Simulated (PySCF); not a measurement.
# Property card for `C#[C][GeH2][PH2]`

Compound: C2H5GeP.
Atom-mapped SMILES: `[CH:1]#[C:2][GeH2:3][PH2:4]` (hydrogens: H5 on C1; H6, H7 on Ge3; H8, H9 on P4)

Structure used (PBE0-D3(BJ)/def2-SVP), in Å, numbered top down from 1:
```xyz
9
C2H5GeP angstrom
C     -1.8136   -0.6400   -1.4973
C     -1.0453   -0.5497   -0.5582
Ge     0.1819   -0.3705    0.8846
P      1.7318    1.3158    0.4838
H     -2.4942   -0.7220   -2.3263
H     -0.6079   -0.0337    2.1592
H      0.9273   -1.7026    1.0624
H      1.9991    0.8574   -0.8423
H      0.7300    2.2377    0.0522
```

Some functional groups and rings: alkyne.

PBE0-D3(BJ)/def2-SVP geometry optimisation, gas phase (PySCF):

```yaml
Point_group: Cs
Rotational_constants_A_B_C: 6.368, 2.073, 1.618 GHz
```

**CAM-B3LYP/def2-SVPD ground state, ΔSCF and vertical TDDFT (core frozen in the response) (PySCF)**

```yaml
Dipole_moment: 0.65 D
HOMO_energy: -8.74 eV
LUMO_energy: 0.58 eV
HOMO–LUMO_gap: 9.32 eV
Lowest_singlet_excitation: 6.00 eV (207 nm, f = 0.000)
Strongest_line_among_the_10_lowest_singlet_transitions: S6 at 6.79 eV (183 nm, f = 0.235)
Lowest_triplet_excitation_Tamm–Dancoff: 4.89 eV
Static_isotropic_polarisability: 81.6 au
Vertical_ionisation_energy: 9.57 eV
Electronic_spatial_extent_⟨r²⟩_about_the_centre_of_nuclear_charge: 712 bohr²
```

From KT2/pcSseg-2 ground state and GIAO shieldings, non-relativistic (PySCF):

```yaml
13C_chemical_shifts_computed_TMS_as_zero_by_class: 95.2 (C1), 81.8 (C2) ppm
1H_chemical_shifts_computed_TMS_as_zero_by_class: 4.71 (H6/H7), 2.49 (H5), 2.00 (H8/H9) ppm
Isotropic_shieldings_of_nuclei_other_than_C_and_H_by_class: 569 (P4), 1541 (Ge3) ppm
```

Monoisotopic mass (most abundant isotopes): 133.9341 u.

S1 lies 3.32 eV below the HOMO–LUMO gap. The principal polarisabilities are 64.5, 77.8 and 102.5 au; their mean is the isotropic value. The vertical singlet–triplet gap S1 − T1 is 1.11 eV (TDDFT singlet less Tamm–Dancoff triplet). The largest Löwdin shares of the HOMO are 0.51 on P4, 0.14 on C2, 0.13 on C1 and 0.10 on Ge3.

The calculation is non-relativistic and has no spin–orbit coupling, an omission that weighs most on germanium. Atoms bound to Ge lack the heavy atom's spin–orbit term in their shielding, so their NMR values are less reliable.

For the TDDFT job (CAM-B3LYP/def2-SVPD), on one thread, Arm Neoverse V1, shared host, this took 56 s of wall time.

One conformer stands for the species.
